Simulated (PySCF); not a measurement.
# Ruthenium: a sound run and one with changed settings

Sound run: Ru [Kr] 4d7 5s1, Ru+ [Kr] 4d7. All numbers are calculated (PySCF 2.14, scalar relativity through the core potential, in cc-pVDZ-PP with ECP28MDF). The sound run starts from symmetry-adapted Hartree-Fock orbitals and uses a fine grid where one is needed.

A second run was set up differently.

```csv
species,method,sound run (hartree),changed run (hartree),converged
Ru,UHF,-93.81220,-93.81220,yes
Ru,PBE0,-94.48090,-94.46292,yes
Ru,M06-L,-94.53832,-94.51712,yes
Ru+,UHF,-93.58083,-93.58083,yes
Ru+,PBE0,-94.20490,-94.18757,yes
Ru+,M06-L,-94.27456,-94.24994,yes
```

Ionisation energy of Ru:

| method | sound run (eV) | changed run (eV) |
| --- | --- | --- |
| UHF | 6.296 | 6.296 |
| PBE0 | 7.510 | 7.493 |
| M06-L | 7.177 | 7.270 |

Q: What was changed?
A. level shift left on
B. too few SCF iterations
C. basis contracted for another Hamiltonian
D. radial grid too coarse

A: D. It used radial step 0.5 in ln r (0.13 in the sound run). A coarse radial grid mis-integrates the density and the exchange-correlation energy, with errors of either sign; Hartree-Fock needs no grid.
